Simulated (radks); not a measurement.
Correlation energies from several functionals, in hartree. Species: Co4+ [Ar] 3d5; Tb63+ [He]. Calculated with a radial shooting solver on a logarithmic mesh with Libxc functionals: non-relativistic Kohn-Sham, exchange-only B88, spin-polarised, spherical densities, point nucleus. Every spin shell is full or empty, so the densities are truly spherical. Functionals are evaluated on that one density, not self-consistently.

functional     Co4+      Tb63+
PW92        -2.0643   -0.31295
PZ          -2.0519   -0.31473
Chachiyo    -2.0250   -0.31231
PBE         -1.0425  -0.048179
PBEsol      -1.1998  -0.063122
P86         -1.1831   -0.27872
PW91        -1.1423  -0.078525
OP (B88)    -1.0371  -0.083740
TPSS        -1.0469  -0.049221
revTPSS     -1.0632  -0.050958
r2SCAN      -1.0406  -0.045898
